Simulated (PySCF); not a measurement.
**Pt: ionisation energy**

Pt [Xe] 4f14 5d9 6s1 (3D) → Pt+ [Xe] 4f14 5d9 (2D), as a difference of total energies. Calculation: PySCF 2.14, in aug-cc-pwCVDZ-PP with ECP60MDF (6s6p5d3f, 70 functions); scalar relativity through the core potential. Correlated levels: valence and next inner shell: nothing frozen outside the core potential. The calculations carry no spin-orbit coupling.

```
                                method  ionisation energy (eV)
                                   UHF                   7.569
    MP2 (valence and next inner shell)                   9.138
SCS-MP2 (valence and next inner shell)                   8.885
   CCSD (valence and next inner shell)                   8.822
CCSD(T) (valence and next inner shell)                   8.901
```

How much does correlation contribute at CCSD(T) (valence and next inner shell)?

8.901 − (7.569) = 1.332 eV, measured against UHF.

The reference lies between the lowest fine-structure levels, while these numbers refer to the centres of the terms.

Errors of the correlated levels include the incompleteness of this basis.

For comparison: 8.959 eV (measured; NIST Atomic Spectra Database, ionization energies).
